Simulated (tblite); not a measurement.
Species: CH10N2Si3.
Numbering: `[H]/[N:1]=[CH:2]\[SiH2:3][N:4]([SiH3:5])[SiH3:6]` (hydrogens: H7 on N1; H8 on C2; H9, H10 on Si3; H11, H12, H13 on Si5; H14, H15, H16 on Si6)

A start from a force field or distance geometry was refined with tblite 0.8.0, GFN2-xTB geometry optimisation, gas phase. Values at the start:

```csv
coordinate,start
N1=C2,1.308 Å
N1–H7,1.037 Å
C2–Si3,1.874 Å
C2–H8,1.095 Å
Si3–N4,1.699 Å
Si3–H9,1.489 Å
N4–Si5,1.709 Å
N4–Si6,1.687 Å
Si5–H11,1.489 Å
N1–C2–Si3,123.5°
C2–Si3–N4,112.6°
Si3–N4–Si5,109.7°
Si3–N4–Si6,110.5°
Si5–N4–Si6,108.7°
N1–C2–Si3–N4,-19°
C2–Si3–N4–Si5,-77°
```

Q: How do these coordinates change at the GFN2-xTB level?

A: 
```tsv
coordinate	GFN2-xTB (Å or °)	change
N4–Si6	1.746	+0.059
N1=C2	1.258	-0.050
Si3–N4	1.742	+0.043
N4–Si5	1.748	+0.039
C2–Si3	1.908	+0.034
Si5–H11	1.465	-0.024
Si3–H9	1.466	-0.023
N1–H7	1.023	-0.014
C2–H8	1.090	-0.005
Si3–N4–Si6	121.2	+10.7
Si3–N4–Si5	119.7	+10.0
Si5–N4–Si6	118.6	+9.9
C2–Si3–N4	107.5	-5.1
N1–C2–Si3	128.2	+4.7
N1–C2–Si3–N4	-3	+16
C2–Si3–N4–Si5	-66	+11
```

The energy falls by 0.683 eV over 117 L-BFGS steps, the largest force on an atom goes from 2.87 to 0.009 eV/Å, and the atoms move by 0.539 Å rms after alignment. The bond that changes most is N4–Si6 (nitrogen bridging silicon atoms to SiH3 silicon), which lengthens by 0.059 Å. Bonds longer at the end by more than 0.005 Å: 4 of 15; shorter: 10. Among the dihedrals that turn most is Si3–N4–Si5–H12, from 58° to 10°. Rotational constants go from 2867, 1282, 1038 to 2315, 1310, 1051 MHz.

Its lowest GFN2-xTB frequency is 13 cm⁻¹, too small to tell a flat minimum from a shallow saddle. The numbers are those of one conformer.

All values are computed, not measured.
